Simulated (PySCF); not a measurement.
C8H10O, SMILES c1c(ccc(c1)C)OC (GFN2-xTB optimised geometry):

```
19

C     -2.372    -2.385    -0.009
O     -0.968    -2.322    -0.002
C     -0.372    -1.093     0.000
C     -1.045     0.121     0.003
C     -0.328     1.308     0.003
C      1.057     1.318     0.000
C      1.829     2.603    -0.020
C      1.721     0.094     0.000
C      1.023    -1.093     0.000
H     -2.801    -1.919     0.884
H     -2.620    -3.446    -0.015
H     -2.792    -1.912    -0.903
H     -2.123     0.162     0.006
H     -0.869     2.243     0.005
H      1.189     3.446     0.229
H      2.250     2.773    -1.011
H      2.654     2.567     0.690
H      2.801     0.077     0.000
H      1.535    -2.043     0.000
```

Calculation: PBE0/def2-SVP (PySCF).

Problem. What are the frontier orbital energies and the dipole moment?

Solution. HOMO-2 -8.84 eV, HOMO-1 -7.20 eV, HOMO -6.12 eV, LUMO 0.04 eV, LUMO+1 0.48 eV; dipole moment 1.17 D.

Meta-Löwdin charges at PBE0/def2-SVP: C1 -0.09, O2 -0.34, C3 0.20, C4 -0.17, C5 -0.11, C6 0.00, C7 -0.31, C8 -0.11, C9 -0.14, H10 0.09, H11 0.12, H12 0.09, H13 0.11, H14 0.10, H15 0.10, H16 0.11, H17 0.11, H18 0.10, H19 0.12.
